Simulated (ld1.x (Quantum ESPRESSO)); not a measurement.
## chromium: excitation energies, all-electron against RRKJ

```
Element                 : Cr (Z = 24)
Generator               : ld1.x (Quantum ESPRESSO) 7.5
Type                    : norm-conserving RRKJ (Kleinman–Bylander form)
Functional              : PBE
Relativity              : scalar-relativistic
Frozen core             : [Ar]
Valence charge          : 6
Reference configuration : 3d3 4s0 4p0 (charge +3)
Partial waves           : 4s (bound, empty): rc 1.95 bohr; 4p (bound, empty): rc 2.20 bohr; 3d (bound): rc 1.20 bohr
Local potential         : all-electron potential smoothed inside 2.10 bohr (lloc = -1)
Core correction         : Bessel-smoothed model core inside 0.60 bohr
```

Energies are relative to the spin-unpolarised reference configuration 3d3 4s0 4p0; without spin polarisation the order of configurations can differ from experiment. Not all tests gave a result: 1 of 7 tests not solved or not reliable. Left out of the table: 3d5.5 4s0.5 4p0 (solver errors, printed error -266 eV).

| valence configuration | charge | ΔE all-electron (eV) | error AE − PS (meV) |
| --- | --- | --- | --- |
| 3d5 4s0 4p0 | +1 | -46.801 | -1082 |
| 3d4 4s0 4p0 | +2 | -30.749 | -422 |
| 3d5 4s0 4p1 | 0 | -50.581 | -859 |
| 3d4 4s1 4p1 | 0 | -50.196 | -144 |
| 3d2 4s0 4p0 | +4 | 48.360 | -682 |

Task: What are ΔE and the potential's error for 3d5 4s1 4p0?

Result: ΔE = -53.702 eV all-electron; the error (AE − PS) is -5580 meV.

These tests converged, but a pseudo level misses the all-electron one widely, so the file describes the atom poorly there or has found another state: 3d5 4s1 4p0: 3d by 3.1 eV (a node warning on the way).
